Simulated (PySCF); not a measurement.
CH$_{4}$Si, SMILES `C=[SiH2]` (lower singlet), neutral singlet in the gas phase. This singlet lies 1.67 eV below the relaxed triplet at the level composite: frozen-core CCSD(T) with HF/cc-pVQZ and the correlation energy extrapolated as X^-3 from cc-pVTZ and cc-pVQZ, plus CCSDT(Q) minus CCSD(T) in cc-pVDZ // B3LYP-D3(BJ)/def2-TZVP (Ansatz).

Cartesian coordinates (Å):
SMILES: C=[SiH2]
```xyz
6

C     -0.9215     0.0327     0.0343
Si     0.7772    -0.0276    -0.0289
H     -1.4513     0.7023     0.6993
H     -1.5452    -0.5960    -0.5879
H      1.6340     0.8241     0.8138
H      1.5067    -0.9355    -0.9306
```
Charge 0, spin multiplicity 1.

All levels are single points at this geometry (B3LYP-D3(BJ)/def2-TZVP); Pople sets use spherical d functions. Orbital energies aren't observables, and empty levels follow the basis.

```
level                            HOMO (eV)  LUMO (eV)  gap (eV)  dipole (D)  vertical IE, Delta-SCF (eV)
-------------------------------  ---------  ---------  --------  ----------  ---------------------------
B3LYP-D3(BJ)/def2-TZVP in PySCF      -6.40      -1.41      4.98        0.75                            –
B3LYP/6-311+G** in PySCF             -6.43      -1.45      4.98        0.78                            –
B3LYP/LANL2DZ in PySCF               -6.47      -1.24      5.23        0.47                            –
M06-2X/6-31G* in PySCF               -7.46      -0.02      7.44        0.50                            –
PBE/6-31G* in PySCF                  -5.49      -1.70      3.79        0.24                         8.82
HF/6-31G* in PySCF                   -8.44       2.49     10.93        0.71                         7.21
```
